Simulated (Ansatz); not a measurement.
## The atomisation energy (no zero-point term) down a group: B to Ga

One atom is swapped for its congeners: B(CH3)(SeH); Al(CH3)(SeH); Ga(CH3)(SeH). All are doublets with charge 0.

Shapes, held fixed at every level: PBE0-D4/def2-TZVP. Flexible molecules stand in one conformer, not always the lowest. Programs: Ansatz 0.2.0. Values in eV.

**Question.** How should the atomisation energy change along the series?

**Answer.** At CCSD(T)/def2-TZVPP the atomisation energy falls at every step, from 23.40 to 21.23 eV. Every level shows the same order. Open shells run unrestricted unless RO is named. Relativity is left out for Ga, Se unless named. Correlated rows may include outer-core shells of Ga, Se, which these sets cover unevenly. Spin-orbit coupling, which grows down the group, is left out (summed over each molecule's free atoms 0.12, 0.13, 0.19 eV).

| level | B(CH3)(SeH) | Al(CH3)(SeH) | Ga(CH3)(SeH) |
| --- | --- | --- | --- |
| HF/def2-TZVPP | 18.10 | 16.64 | 15.89 |
| SPW92/def2-TZVPP | 27.55 | 25.25 | 24.67 |
| PBE0-D4/def2-TZVPP | 24.32 | 22.37 | 21.67 |
| B2PLYP/def2-TZVPP | 23.81 | 22.01 | 21.33 |
| MP2/def2-TZVPP | 23.66 | 21.95 | 21.37 |
| CCSD(T)/def2-SVP | 22.85 | 21.03 | 20.42 |
| CCSD(T)/def2-TZVPP | 23.40 | 21.77 | 21.23 |
